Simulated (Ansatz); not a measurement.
System: CH₇Si₂, net charge 0, doublet state. It need not be the lowest isomer of its formula. 
Geometry from a B3LYP-D3(BJ)/def2-TZVP (Ansatz, a first-principles code) optimisation:
SMILES: [SiH2][SiH2]C
```xyz
10

C     -1.6848    -0.9066     0.5862
Si    -0.6609     0.5072    -0.1236
Si     1.6254     0.0451    -0.2256
H     -2.7427    -0.6355     0.6099
H     -1.3687    -1.1417     1.6035
H     -1.5756    -1.8070    -0.0202
H     -0.8386     1.7252     0.7069
H     -1.1199     0.8208    -1.5004
H      1.9845    -1.0828    -1.1258
H      2.2679    -0.1717     1.0978
```
Charge 0, spin multiplicity 2.

Basis-set convergence of Hartree-Fock and MP2 correlation energies (hartree) with Ansatz. Correlated levels leave the core frozen unless marked. UHF or UKS for open shells. No spin-orbit coupling. No relativistic terms.

```csv
basis,functions,E(HF),"E(corr, MP2)"
cc-pV(D+d)Z,95,-619.78380,-0.33577
cc-pV(T+d)Z,206,-619.82037,-0.41418
cc-pV(Q+d)Z,393,-619.82947,-0.44234
```

Extrapolating the two largest sets (X = 3 and 4) as X^-3: E(corr) = (64·(-0.44234) - 27·(-0.41418))/37 = -0.4629 Eh, an estimate of the basis-set limit. The largest set recovers 95.6 % of it, the smallest 72.5 %.
